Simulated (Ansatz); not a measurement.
`[CH3][W]([NH2])(=[S])=[S]` + H–F → `[CH3][W]([F])(=[S])=[S]` + NH₃ at 500 K and 1 bar (ligand exchange at a W–N bond).

Calculated with Ansatz (gas phase, PBE0-D4/def2-TZVP geometries, no zero-point term in ΔE). CCSD(T)/CBS adds triple-zeta CCSD(T) − MP2 to the extrapolated MP2 energy (def2 sets, frozen cores). This one scheme is used for every species. def2 core potentials past Kr. For W outer-core shells are correlated without core-valence functions, which leaves a few kJ/mol of doubt a bond. One conformer a species, not always the lowest.

```csv
species,CCSD(T)/CBS energy (Eh),H − E (kJ/mol),S (J/(mol·K))
`[CH3][W]([NH2])(=[S])=[S]`,-958.40741,222.0,446.4
H–F,-100.39570,39.4,188.7
`[CH3][W]([F])(=[S])=[S]`,-1002.30482,154.2,429.0
NH₃,-56.50880,108.2,211.8
```

H − E and S are ideal-gas, rigid-rotor, harmonic terms from PBE0-D4/def2-TZVP, for one conformer and one mirror image of each species. 1 Eh = 2625.50 kJ/mol, R = 8.31446 J/(mol·K).

By hand: ΔE, ΔH, ΔS and ΔG.

ΔE = (-1002.30482) + (-56.50880) − (-958.40741) − (-100.39570) = -0.01051 Eh = -27.6 kJ/mol. Δ(H − E) = 154.2 + 108.2 − 222.0 − 39.4 = 1.0, so ΔH = -26.6 kJ/mol. ΔS = 429.0 + 211.8 − 446.4 − 188.7 = 5.7 J/(mol·K). ΔG = -26.6 − 500 × (5.7)/1000 = -29.5 kJ/mol.

By hand: the equilibrium constant, and the temperature at which ΔG would vanish if ΔH and ΔS stayed fixed.

log₁₀ K = −ΔG/(RT ln 10) = 3.1. ΔH and −TΔS have one sign here, so there is no such temperature.

The number of gas molecules stays the same, so ΔS is small and ΔH decides. A doubt of 5 kJ/mol in ΔE shifts log₁₀ K by 0.5 here. Other conformers and mirror images would add mixing entropy, several J/(mol·K) or more a flexible species. These are equilibria of isolated gas molecules and say nothing of rates. Largest T1 diagnostic: 0.022 (customary marks: 0.02 for closed shells, 0.045 for open ones).

ΔS is within the doubt of such terms, so its sign, and with it that verdict, could turn.
